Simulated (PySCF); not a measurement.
## Bonding in `C#C[C@@H]1C[C@]1([SiH3])C=O`

C6H8OSi.
Atom-mapped SMILES: `[CH:1]#[C:2][C@@H:3]1[CH2:4][C@:5]1([SiH3:6])[CH:7]=[O:8]` (hydrogens: H9 on C1; H10 on C3; H11, H12 on C4; H13, H14, H15 on Si6; H16 on C7)

Geometry (GFN2-xTB, Å), atoms numbered from 1 in this order:
```
atom  x, y, z in Å
C1     3.1043   -0.6149    0.3611
C2     1.9338   -0.6147    0.6183
C3     0.5413   -0.6246    0.9284
C4    -0.4104   -1.3818    0.0715
C5    -0.4496    0.1294    0.0364
Si6   -1.8736    1.1359    0.7829
C7     0.0661    0.7929   -1.1543
O8    -0.4025    1.8323   -1.5517
H9     4.1301   -0.6134    0.1430
H10    0.3337   -0.5745    1.9919
H11   -0.0137   -1.8908   -0.7963
H12   -1.2390   -1.8891    0.5422
H13   -2.3179    0.3749    1.9596
H14   -2.9531    1.2110   -0.1934
H15   -1.3622    2.4355    1.1999
H16    0.9052    0.3009   -1.6834
```

Bond orders from the PBE0/pcSseg-1 density (PySCF). One conformer (not necessarily the lowest) at the GFN2-xTB geometry, without solvent, vibrations or thermal averaging.

**Question.** Where do the orders between heavy atoms depart from those drawn in the SMILES?

**Answer.** The largest departure is 0.549, at C1–C2 (drawn triple, 2.451). Drawn single, order below 0.88: C5–Si6 (0.806) and C5–C3 (0.839). Drawn double or triple, more than 0.30 short of the drawn order: C1–C2 (2.451).

**Question.** Set the Mayer orders of the bonds beside their lengths.

**Answer.** 
| bond | drawn as | length (Å) | Mayer order |
| --- | --- | --- | --- |
| C1–C2 | triple | 1.198 | 2.451 |
| C2–C3 | single | 1.427 | 1.075 |
| C3–C4 | single | 1.488 | 0.924 |
| C4–C5 | single | 1.512 | 0.888 |
| C5–Si6 | single | 1.897 | 0.806 |
| C5–C7 | single | 1.457 | 1.010 |
| C7–O8 | double | 1.207 | 1.969 |
| C5–C3 | single | 1.532 | 0.839 |
| C1–H9 | single | 1.049 | 1.153 |
| C3–H10 | single | 1.085 | 0.918 |
| C4–H11 | single | 1.081 | 0.952 |
| C4–H12 | single | 1.080 | 0.950 |
| Si6–H13 | single | 1.470 | 0.926 |
| Si6–H14 | single | 1.457 | 0.949 |
| Si6–H15 | single | 1.457 | 0.951 |
| C7–H16 | single | 1.107 | 0.943 |

By pair of heavy elements: C–C: lowest C5–C3 (0.839, 1.532 Å), highest C1–C2 (2.451, 1.198 Å).

**Question.** Sum the orders of all bonds at each heavy atom with more than one neighbour and set the sums beside the valence in the SMILES.

**Answer.** C1 3.604 (drawn 4), C2 3.526 (drawn 4), C3 3.756 (drawn 4), C4 3.714 (drawn 4), C5 3.543 (drawn 4), Si6 3.632 (drawn 4), C7 3.922 (drawn 4). Orders between atoms that aren't bonded are not in these sums.

Mayer orders depend on the basis set.
